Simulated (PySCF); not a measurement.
**Excited states of Mn¹⁵⁺ (manganese, charge +15)**

Ground state [Ne], ¹S. Computed with PySCF 2.14 in an uncontracted even-tempered set (19 s from 0.432 bohr⁻², ratio 2.5; 12 p from 0.56 bohr⁻², ratio 2.5; 7 d from 0.376 bohr⁻², ratio 2.7; 3 f from 29 bohr⁻², ratio 2.7), with the spin-free X2C one-electron Hamiltonian (Gaussian nucleus). Vertical excitation energies in eV without spin-orbit coupling; excited terms of each kind are numbered among those the solver found. Frozen: 1s2.

| term | leading excitation | EOM-EE-CCSD |
| --- | --- | --- |
| 1 3P° | 2p → s | 656.57 |
| 1 1P° | 2p → s | 659.54 |
| 1 3S | 2p → p | 683.63 |
| 1 3D | 2p → p | 688.89 |
| 1 1D | 2p → p | 691.28 |
| 1 1P | 2p → p | 691.70 |
| 1 3P | 2p → p | 691.79 |
| 1 1S | 2p → p | 710.01 |
| 2 3P° | 2p → d | 728.65 |
| 1 3F° | 2p → d | 731.11 |
| 1 1F° | 2p → d | 733.62 |
| 1 1D° | 2p → d | 734.58 |
| 2 3S | 2s → s | 779.24 |
| 2 1S | 2s → s | 784.84 |

The solver can miss terms. The 22 highest virtual orbitals were dropped.
